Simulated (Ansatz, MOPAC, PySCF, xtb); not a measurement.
Donor–acceptor adduct: GaH3 (SMILES [GaH3]) (first 4 atoms) with PH3 (SMILES P); geometry from B3LYP-D3(BJ)/def2-TZVP, rigid monomers moved along the line of their centres of mass till Ga1···P5 is 4.63 Å.
(charge 0, multiplicity 1):
```xyz
8

Ga    -0.461     0.489     0.710
H     -1.539     1.497     1.266
H     -0.951    -0.799    -0.056
H      1.004     1.012     0.455
P      0.429    -1.598     4.743
H      1.381    -2.635     4.786
H      0.918    -0.831     5.819
H     -0.614    -2.255     5.424
```

```csv
level,interaction energy (meV),"minus CCSD(T)/CBS(def2-SVPD, def2-TZVPPD)",cost
AM1,-70.5,8.3,-
PM3,-347.5,-268.6,-
PM6,-25.2,53.7,-
PM7,-55.0,23.9,-
GFN1-xTB,-160.9,-82.0,-
GFN2-xTB,-101.2,-22.3,-
HF/STO-3G (no counterpoise),-33.7,45.2,-
HF/3-21G (no counterpoise),-129.4,-50.5,-
HF/6-31G*,-78.6,0.3,-
HF/6-31G* (no counterpoise),-82.2,-3.3,-
HF/def2-SVPD,-79.1,-0.2,-
PBE/def2-TZVPPD,-71.2,7.7,×1
PBE-D3(BJ)/def2-TZVPPD,-86.8,-7.9,×1
PBE-D4/def2-TZVPPD,-91.5,-12.6,×1
r2SCAN/def2-TZVPPD,-72.5,6.4,×2
r2SCAN-D3(BJ)/def2-TZVPPD,-81.2,-2.3,×2
r2SCAN-D4/def2-TZVPPD,-81.2,-2.3,×2
B3LYP/3-21G (no counterpoise),-124.5,-45.6,-
B3LYP/6-31G*,-68.7,10.2,-
B3LYP/6-31G* (no counterpoise),-73.6,5.3,-
B3LYP/def2-TZVPPD,-57.0,21.9,×1
B3LYP-D3(BJ)/def2-TZVPPD,-83.4,-4.6,×1
B3LYP-D4/def2-TZVPPD,-87.8,-8.9,×1
PBE0/def2-TZVPPD,-70.1,8.7,×1
PBE0-D3(BJ)/def2-TZVPPD,-87.5,-8.6,×1
PBE0-D4/def2-TZVPPD,-90.5,-11.6,×1
M06-2X/6-31G* (no counterpoise),-94.3,-15.4,-
wB97X-V/def2-TZVPPD,-82.9,-4.0,×3
wB97M-V/def2-TZVPPD,-77.1,1.8,×4
MP2/6-31G*,-82.7,-3.8,-
MP2/6-31G* (no counterpoise),-94.6,-15.7,-
MP2/def2-SVPD,-85.6,-6.7,-
MP2/def2-TZVPPD,-81.4,-2.5,-
SCS-MP2/def2-SVPD,-81.5,-2.6,-
SCS-MP2/def2-TZVPPD,-77.5,1.4,-
CCSD/def2-SVPD,-80.3,-1.4,-
CCSD/def2-TZVPPD,-76.9,2.0,-
CCSD(T)/def2-SVPD,-82.1,-3.2,×3
CCSD(T)/def2-TZVPPD,-78.6,0.2,×20
"CCSD(T)/CBS(def2-SVPD, def2-TZVPPD)",-78.9,0.0,×20
```

 The comparison column counts from a level with limits of its own.

The rows run from -347.5 (PM3) to -25.2 meV (PM6). In def2-TZVPPD the value moves MP2 -81.4, CCSD -76.9, CCSD(T) -78.6, a shift of 2.7 from MP2 to CCSD(T). From def2-SVPD to def2-TZVPPD CCSD(T) changes by 3.5. The dispersion term adds -15.6 in PBE-D3(BJ), -20.3 in PBE-D4, -8.7 in r2SCAN-D3(BJ). The 6 functionals in def2-TZVPPD without D3 or D4 span 25.9, from wB97X-V to B3LYP.

Counterpoise-corrected where a basis set is named; no monomer relaxation. Rows marked so take none.

Correlated levels freeze the cores. Filled d and f shells under p-block atoms count as core. CBS(a, b) extrapolates the correlation energy as X⁻³ and adds the Hartree–Fock energy of set b. Rows in 3-21G, 6-31G*, STO-3G carry no dispersion term and start afresh at each structure (6-31G* with six Cartesian d functions); the Pople sets are all-electron and without relativity. MP2/6-31G* freezes PySCF's default core, which leaves 3d correlated. The state reached by AM1, PM3, PM6, PM7 isn't checked; PM7 holds dispersion and hydrogen-bond terms.

Run with Ansatz (Gaussian basis) for Hartree–Fock, density functionals and correlated methods; MOPAC for AM1, PM3, PM6, PM7 (differences of heats of formation); PySCF for 3-21G rows, 6-31G* rows, STO-3G rows, the dispersion terms; xtb for the GFN methods. 

Costs are rough ratios of core time to PBE/def2-TZVPPD (about 4 s over the structures, on one shared machine); a dash marks a level with no comparable run of its own.

Ansatz is an electronic-structure program.
